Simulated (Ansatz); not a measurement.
C2H5BCl2O, 11 atoms. The species carries charge 0 and has multiplicity 1. The bonds changed during the relaxation, so this is another structure than the one it started from. All runs use 4 threads of an AMD EPYC 7B13 on a shared host. Correlated methods freeze the cores.

(1) Give the basis size and wall time and peak host memory of each of these runs in Ansatz. RKS PBE-QIDH (frozen core)/def2-TZVPP energy; RKS PBE0-D4/def2-SVP energy; RKS CAM-B3LYP-D4/def2-TZVPP energy; RHF-MP2/def2-QZVPP energy; RKS ωB97M-V/def2-SVP energy; direct RPA on PBE orbitals/def2-TZVPP energy; RKS PBE0-D4/def2-TZVP frequencies; RKS PBE0-D4/def2-TZVP relaxation (10 steps); RHF-CCSD(T)/def2-TZVPP energy; RKS ωB97M-V/def2-QZVPP energy; RKS r2SCANh-D4/def2-TZVPP energy; RKS B3LYP-D4/def2-TZVPP energy and forces. (Estimate.)

Results:

(1) Ansatz gave: Other jobs shared the machine, so times are rough.

| level | job | functions | wall time | peak host memory (GiB) |
| --- | --- | --- | --- | --- |
| RKS PBE0-D4/def2-SVP | energy | 117 | 1.2 s | 0.6 |
| RKS ωB97M-V/def2-SVP | energy | 117 | 4 s | 0.6 |
| RKS CAM-B3LYP-D4/def2-TZVPP | energy | 278 | 4.2 s | 0.97 |
| RKS B3LYP-D4/def2-TZVPP | energy and forces | 278 | 5.5 s | 0.96 |
| RKS r2SCANh-D4/def2-TZVPP | energy | 278 | 6 s | 0.88 |
| direct RPA on PBE orbitals/def2-TZVPP | energy | 278 | 6 s | 0.76 |
| RKS PBE-QIDH (frozen core)/def2-TZVPP | energy | 278 | 6.5 s | 0.84 |
| RKS ωB97M-V/def2-QZVPP | energy | 518 | 19 s | 2.7 |
| RHF-MP2/def2-QZVPP | energy | 518 | 26 s | 3.8 |
| RKS PBE0-D4/def2-TZVP | relaxation (10 steps) | 228 | 41 s | 0.72 |
| RKS PBE0-D4/def2-TZVP | frequencies | 228 | 3.1 min | 0.77 |
| RHF-CCSD(T)/def2-TZVPP | energy | 278 | 3.8 min | 7.9 |

B3LYP here is the variant with VWN-RPA as its local correlation; programs differ in this.
